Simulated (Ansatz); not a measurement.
Molecule: sum formula FeO₂H₂ (charge 0, quintet). The spin state was set by rule; other spins were not relaxed. SMILES: [OH][Fe][OH]
Structure (B3LYP-D3(BJ)/def2-TZVP (Ansatz, a quantum-chemistry and plane-wave program) minimum search):
```
Fe
O 1 1.7904
H 2 0.9581 1 129.41
O 1 1.7904 3 165.21 2 170.24
H 4 0.9581 1 129.41 3 97.39
```
Charge 0, spin multiplicity 5.

Property: atomisation energy (electronic, to ground-state atoms), in kJ/mol. Correlated levels leave the core frozen unless marked. UHF or UKS for open shells. No spin-orbit coupling. Frozen are the shells of the preceding noble gas and the d and f shells that filled before the atom's block. Non-relativistic. The coupled-cluster limit lacks core correlation, which all-electron functionals hold. Basis-set limits of correlation are two-point, X^-3; Hartree-Fock from the larger set. The bracket is a focal-point correction in the basis named.

```csv
level,program,atomisation energy (kJ/mol)
HF/6-31G,Ansatz,907.0
HF/def2-QZVPPD,Ansatz,1075.2
BLYP-D4/def2-TZVPD,Ansatz + dftd4,1720.3
B3LYP-D3(BJ)/def2-TZVPD,Ansatz + dftd3,1683.4
```

Q: Estimate the value at RI-MP2/CBS(def2-TZVPPD,def2-QZVPPD)+[CCSD(T)-MP2]/def2-TZVPPD as computed with Ansatz.

A: 1694.0 kJ/mol
